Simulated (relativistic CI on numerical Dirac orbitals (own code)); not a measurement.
**Line list: Electric-dipole lines, Sb10+**

These numbers are calculated, not measured: Dirac-Coulomb-Breit CI, orbitals from a KLI potential per configuration, model QED (radiative potential, 1s self-energy scaled to tabulated hydrogen-like ionisation energies), unscaled Slater integrals (own radial code, finite nucleus).

CI space (outside the closed core [Ar] 3d10): 4s²4p⁶4d⁵, 4s²4p⁵4d⁶, 4s²4p⁶4d⁴4f, 4s²4p⁶4d⁴5s, 4s4p⁶4d⁶, 4s²4p⁶4d⁴5p, 4s²4p⁵4d⁵4f, 4s²4p⁶4d³4f5s, 4s²4p⁶4d⁴5d, 4s²4p⁶4d³5s5p, 4s4p⁶4d⁵4f, 4s²4p⁶4d⁴6s, 4s²4p⁶4d⁴5f, 4s²4p⁶4d⁴6p, 4s²4p⁵4d⁵5s, 4s²4p⁶4d⁴5g, 4s²4p⁶4d⁴6f, 4s²4p⁶4d⁴7p, 4s²4p⁶4d⁴7f, 4s²4p⁵4d⁵6s, 4s²4p⁶4d³5s², 4s²4p⁶4d²4f5s², 4s²4p⁶4d²5s²5p, 4s²4p⁵4d³4f5s², 4p⁶4d⁷, 4p⁵4d⁸, 4p⁵4d⁷4f. Double excitations out of closed p, d and f shells are left out; levels of such configurations are missing from the list, as are those of other unlisted configurations, and high levels can miss mixing partners. These lack a partner that the ground configuration has and come out too high: 4s²4p⁵4d⁵5s, 4s²4p⁵4d⁵6s.

| λ vac (Å) | Lower | Upper | A (s⁻¹) | E lower (eV) | E upper (eV) |
| --- | --- | --- | --- | --- | --- |
| 143.29 | 4s²4p⁶4d⁵ ⁶S5/2 [1] | 4s²4p⁶4d⁴5p ⁶D°5/2 [265] | 2.52e+10 | 0.0000 | 86.5288 |
| 144.41 | 4s²4p⁶4d⁵ ⁶S5/2 [1] | 4s²4p⁶4d⁴5p ⁶P°3/2 [247] | 5.84e+10 | 0.0000 | 85.8531 |
| 145.35 | 4s²4p⁶4d⁵ ⁶S5/2 [1] | 4s²4p⁶4d⁴5p ⁶P°7/2 [231] | 6.51e+10 | 0.0000 | 85.3021 |
| 146.00 | 4s²4p⁶4d⁵ ⁶S5/2 [1] | 4s²4p⁶4d⁴5p ⁶P°5/2 [220] | 4.57e+10 | 0.0000 | 84.9184 |
| 146.42 | 4s²4p⁶4d⁵ ⁴G7/2 [3] | 4s²4p⁶4d⁴5p ⁴G°7/2 [393] | 2.76e+10 | 5.3383 | 90.0152 |
| 146.56 | 4s²4p⁶4d⁵ ⁴G7/2 [3] | 4s²4p⁶4d⁴5p ⁴F°9/2 [390] | 4.79e+09 | 5.3383 | 89.9361 |
| 146.72 | 4s²4p⁶4d⁵ ⁴G7/2 [3] | 4s²4p⁶4d⁴5p ⁴G°7/2 [386] | 1.27e+10 | 5.3383 | 89.8437 |
| 146.83 | 4s²4p⁶4d⁵ ⁴G9/2 [5] | 4s²4p⁶4d⁴5p ⁴F°9/2 [390] | 7.64e+09 | 5.4929 | 89.9361 |
| 146.88 | 4s²4p⁶4d⁵ ⁶S5/2 [1] | 4s²4p⁶4d⁴5p ⁴P°3/2 [209] | 1.60e+10 | 0.0000 | 84.4127 |
| 147.17 | 4s²4p⁶4d⁵ ⁴D5/2 [6] | 4s²4p⁶4d⁴5p ⁴P°3/2 [395] | 2.60e+10 | 5.8020 | 90.0454 |
| 147.17 | 4s²4p⁶4d⁵ ⁴G7/2 [3] | 4s²4p⁶4d⁴5p ⁴D°5/2 [375] | 1.00e+10 | 5.3383 | 89.5811 |
| 147.18 | 4s²4p⁶4d⁵ ⁴G5/2 [2] | 4s²4p⁶4d⁴5p ⁴D°3/2 [364] | 1.31e+10 | 5.0201 | 89.2587 |
| 147.40 | 4s²4p⁶4d⁵ ⁴G5/2 [2] | 4s²4p⁶4d⁴5p ⁴D°3/2 [357] | 1.71e+10 | 5.0201 | 89.1329 |
| 147.57 | 4s²4p⁶4d⁵ ⁴G5/2 [2] | 4s²4p⁶4d⁴5p ⁴G°5/2 [354] | 1.79e+10 | 5.0201 | 89.0388 |
| 147.65 | 4s²4p⁶4d⁵ ⁴G5/2 [2] | 4s²4p⁶4d⁴5p ⁴F°3/2 [351] | 2.07e+10 | 5.0201 | 88.9929 |
| 147.78 | 4s²4p⁶4d⁵ ⁴G11/2 [4] | 4s²4p⁵4d⁶ ²G°9/2 [366] | 1.91e+10 | 5.3985 | 89.2946 |
| 147.80 | 4s²4p⁶4d⁵ ⁴G11/2 [4] | 4s²4p⁶4d⁴5p ⁴G°11/2 [365] | 2.79e+10 | 5.3985 | 89.2826 |
| 147.92 | 4s²4p⁶4d⁵ ⁴G11/2 [4] | 4s²4p⁶4d⁴4f ⁴G°9/2 [361] | 1.30e+10 | 5.3985 | 89.2182 |
| 147.97 | 4s²4p⁶4d⁵ ⁴G9/2 [5] | 4s²4p⁶4d⁴5p ⁴G°11/2 [365] | 6.62e+09 | 5.4929 | 89.2826 |
| 147.98 | 4s²4p⁶4d⁵ ⁴G11/2 [4] | 4s²4p⁶4d⁴4f ⁴G°11/2 [360] | 7.14e+09 | 5.3985 | 89.1821 |
| 148.40 | 4s²4p⁶4d⁵ ⁴P1/2 [8] | 4s²4p⁶4d⁴5p ⁴P°3/2 [395] | 2.05e+10 | 6.5004 | 90.0454 |
| 148.57 | 4s²4p⁶4d⁵ ⁴G11/2 [4] | 4s²4p⁶4d⁴5p ⁶D°9/2 [346] | 1.41e+10 | 5.3985 | 88.8486 |
| 148.59 | 4s²4p⁶4d⁵ ⁴D5/2 [6] | 4s²4p⁶4d⁴4f ⁴F°7/2 [363] | 1.01e+10 | 5.8020 | 89.2407 |
| 148.71 | 4s²4p⁶4d⁵ ⁴G11/2 [4] | 4s²4p⁶4d⁴5p ⁴H°13/2 [343] | 8.83e+09 | 5.3985 | 88.7700 |
| 148.85 | 4s²4p⁶4d⁵ ⁴D5/2 [6] | 4s²4p⁶4d⁴5p ⁴G°7/2 [355] | 1.42e+10 | 5.8020 | 89.0975 |
| 149.00 | 4s²4p⁶4d⁵ ⁴D7/2 [9] | 4s²4p⁶4d⁴5p ⁴F°9/2 [390] | 9.19e+09 | 6.7264 | 89.9361 |
| 149.28 | 4s²4p⁶4d⁵ ⁴G9/2 [5] | 4s²4p⁶4d⁴5p ⁴H°7/2 [337] | 1.21e+10 | 5.4929 | 88.5466 |
| 149.30 | 4s²4p⁶4d⁵ ⁴G7/2 [3] | 4s²4p⁶4d⁴5p ⁶D°9/2 [329] | 1.10e+10 | 5.3383 | 88.3799 |
| 149.45 | 4s²4p⁶4d⁵ ⁴G7/2 [3] | 4s²4p⁶4d⁴5p ⁴G°5/2 [324] | 8.44e+09 | 5.3383 | 88.2985 |
| 149.46 | 4s²4p⁶4d⁵ ⁴D3/2 [7] | 4s²4p⁶4d⁴5p ⁴P°1/2 [352] | 4.54e+10 | 6.0408 | 88.9946 |
| 150.27 | 4s²4p⁶4d⁵ ⁴G9/2 [5] | 4s²4p⁶4d⁴5p ⁴F°7/2 [318] | 9.45e+09 | 5.4929 | 88.0030 |
| 150.35 | 4s²4p⁶4d⁵ ⁴P1/2 [8] | 4s²4p⁶4d⁴5p ⁴D°1/2 [350] | 3.98e+10 | 6.5004 | 88.9624 |
| 150.38 | 4s²4p⁶4d⁵ ⁴G5/2 [2] | 4s²4p⁶4d⁴4f ²F°7/2 [297] | 5.56e+09 | 5.0201 | 87.4688 |
| 150.46 | 4s²4p⁶4d⁵ ⁴G5/2 [2] | 4s²4p⁶4d⁴5p ⁴H°7/2 [294] | 5.98e+09 | 5.0201 | 87.4210 |
| 151.05 | 4s²4p⁶4d⁵ ⁴G7/2 [3] | 4s²4p⁶4d⁴5p ⁴F°5/2 [295] | 1.90e+10 | 5.3383 | 87.4225 |
| 151.23 | 4s²4p⁶4d⁵ ⁴G5/2 [2] | 4s²4p⁶4d⁴5p ⁴F°3/2 [280] | 2.72e+10 | 5.0201 | 87.0064 |
| 153.40 | 4s²4p⁶4d⁵ ²G9/2 [16] | 4s²4p⁶4d⁴5p ⁴D°7/2 [382] | 1.66e+10 | 8.8944 | 89.7204 |
| 688.51 | 4s²4p⁶4d⁴5s ⁶D5/2 [40] | 4s²4p⁶4d⁴5p ⁶D°7/2 [283] | 2.60e+09 | 69.0620 | 87.0697 |
| 692.33 | 4s²4p⁶4d⁴5s ⁶D3/2 [39] | 4s²4p⁶4d⁴5p ⁶D°5/2 [265] | 2.57e+09 | 68.6206 | 86.5288 |
| 698.67 | 4s²4p⁶4d⁴5s ⁶D7/2 [41] | 4s²4p⁶4d⁴5p ⁶F°9/2 [288] | 2.38e+09 | 69.5150 | 87.2606 |
| 704.50 | 4s²4p⁶4d⁴5s ⁶D1/2 [38] | 4s²4p⁶4d⁴5p ⁶P°3/2 [247] | 2.40e+09 | 68.2542 | 85.8531 |
| 705.72 | 4s²4p⁶4d⁴5s ⁴D7/2 [46] | 4s²4p⁶4d⁴5p ⁴D°7/2 [382] | 2.21e+09 | 72.1521 | 89.7204 |
| 718.15 | 4s²4p⁶4d⁴5s ⁶D9/2 [42] | 4s²4p⁶4d⁴5p ⁶F°11/2 [287] | 2.19e+09 | 69.9599 | 87.2243 |
| 719.96 | 4s²4p⁶4d⁴5s ⁶D9/2 [42] | 4s²4p⁶4d⁴5p ⁶F°11/2 [286] | 1.48e+09 | 69.9599 | 87.1809 |
| 760.47 | 4s²4p⁶4d⁴5s ⁴D5/2 [45] | 4s²4p⁶4d⁴5p ⁴F°7/2 [318] | 1.20e+09 | 71.6992 | 88.0030 |

Terms are leading LS components. Brackets give the number of a level in order of energy, since labels repeat. The list gives strong lines, with weight on those to low levels, without lines whose two gauges differ by over a factor of 2.5, among the lowest 400 of 10212 levels, so that lines to higher ones, which can be the strongest, are missing. Levels whose partners in the same complex of configurations lie outside the list can be far off, and so can their lines. Rates are taken at the computed energies, electric ones in the length gauge.

At this charge energies of transitions that change n are usually good to better than 1 %, and those within a shell (Δn = 0) to a few per cent. Terms inside the open d or f shell come out 10 to 20 % too wide with unscaled integrals. Levels and lines within the n = 5 or 6 shells can be off by up to 10 % or somewhat more, and those that change n by about 2 %, since core polarisation is missing.

LS names give the leading component of a level, which can be under half, so a name can repeat, a term be missing and a line seem to break the LS rules.
